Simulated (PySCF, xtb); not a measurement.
Mg(OMe)(SeH) (CH4MgOSe), SMILES C[O][Mg][SeH].

xtb with GFN2-xTB at its own geometry gives an orbital gap of 2.14 eV and a dipole moment of 1.13 D.

Geometry optimised at B3LYP-D3(BJ)/def2-SVP. The structure was generated by enumeration; whether it is a known compound was not checked. Other conformers were not sampled.

Task: What does PySCF with PBE/def2-TZVP give? (Estimate from the structure and the level; the computed values follow.)

Result: gap 3.61 eV (levels -5.69 and -2.08 eV), dipole 0.87 D.
